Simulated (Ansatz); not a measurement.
Born–Oppenheimer molecular dynamics of C$_{2}$H$_{8}$O$_{2}$SSi (14 atoms, charge 0, multiplicity 1). It starts from a relaxed structure.

These are results of RKS B3LYP-D4/STO-3G (Ansatz), not measurements.

| Quantity | Value |
| --- | --- |
| ensemble | NVE (Milne-controlled integrator) |
| time step | 1 fs |
| steps asked | 194 |
| starting velocities drawn for | 50 K |
| seed | 862996 |

First frame:

```xyz
14
Properties=species:S:1:pos:R:3
C -0.416 -1.555 0.726
C 0.481 -0.475 0.020
O 1.809 -0.659 0.648
S 0.537 -0.756 -1.815
Si -0.217 1.312 0.324
O -0.627 1.923 -1.248
H -0.411 -1.408 1.818
H -1.456 -1.500 0.371
H -0.031 -2.565 0.515
H 2.414 -0.094 0.035
H 0.058 0.529 -2.041
H -1.362 1.333 1.212
H 0.829 2.178 0.822
H -1.620 1.709 -1.359
```

Problem. How far do the bonds stretch over the last three quarters of this one trajectory? (Pairs bonded in most of those frames.)

Solution. 
```
   bond  mean (Å)  spread (Å)  shortest  longest
  C1–C2     1.572       0.012      1.55     1.59
  C1–H7     1.102       0.008      1.09     1.12
  C1–H8     1.101       0.008      1.09     1.11
  C1–H9     1.101       0.010      1.09     1.12
  C2–O3     1.480       0.005      1.47     1.49
  C2–S4     1.859       0.010      1.84     1.88
 C2–Si5     1.940       0.011      1.92     1.96
 O3–H10     1.030       0.002      1.03     1.03
 S4–H11     1.391       0.019      1.36     1.42
 Si5–O6     1.735       0.007      1.72     1.75
Si5–H12     1.451       0.016      1.42     1.48
Si5–H13     1.446       0.010      1.43     1.46
 O6–H14     1.022       0.007      1.01     1.03
```

Mean temperature of the second half: 24 K. The conserved energy stayed within 0.061 meV per atom of its start (net change 0.0051 meV per atom), so the integration is sound. Over the second half the temperature averaged 0.48 of the 50 K drawn at the start: a run that starts near a minimum puts about half its kinetic energy into the potential. A run of 0.19 ps of so small a system gives no equilibrium averages. Limits of this set-up: minimal basis.

Run time: 13 min on 1 thread of Arm Neoverse V1, with other jobs on the host, peak memory 0.13 GiB.
